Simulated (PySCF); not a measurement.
# Molecular orbitals of KCa⁺

M06-L at R = 4.220 Å; basis K 3-21G, Ca 3-21G; no relativity; PySCF 2.14. State: ¹Σ⁺ (singlet), closed shell. Only the outer orbitals are listed, counted within each symmetry.

| orbital | occ. | ε (eV) | on K (%) | main shells (%) |
| --- | --- | --- | --- | --- |
| 8σ | 2 | -41.54 | 100 | 100 K s |
| 9σ | 2 | -32.50 | 0 | 100 Ca p |
| 3π | 2 | -32.48 | 0 | 100 Ca p |
| 3π | 2 | -32.48 | 0 | 100 Ca p |
| 4π | 2 | -24.41 | 100 | 100 K p |
| 4π | 2 | -24.41 | 100 | 100 K p |
| 10σ | 2 | -24.38 | 100 | 100 K p |
| 11σ | 2 | -7.28 | 7 | 91 Ca s |
| 12σ | 0 | -5.10 | 53 | 53 K s, 39 Ca p |
| 5π | 0 | -4.38 | 13 | 87 Ca p, 13 K p |
| 5π | 0 | -4.38 | 13 | 87 Ca p, 13 K p |

**Question.** Which are the highest filled and the lowest empty level, where do they sit, and how wide is the gap?

**Answer.** Highest filled 11σ at -7.28 eV (in %: 91 Ca s); lowest empty 12σ at -5.10 eV (in %: 53 K s, 39 Ca p); the gap at M06-L is 2.18 eV.

| Quantity | Value |
| --- | --- |
| bond order (Mayer) | 0.27 |
| ⟨S²⟩ | 0.000 |
| charge on K (Mulliken, basis-dependent) | 0.85 |
| charge on K (Löwdin, basis-dependent) | 0.63 |
| dipole moment (positive dipole points towards Ca; it is taken about the centre of mass and depends on that origin) | -4.92 D |

Closed-shell solutions of metal pairs were not tested for spin polarisation, which can lower them a little. 3-21G is very small, so such numbers show the basis as much as the molecule.
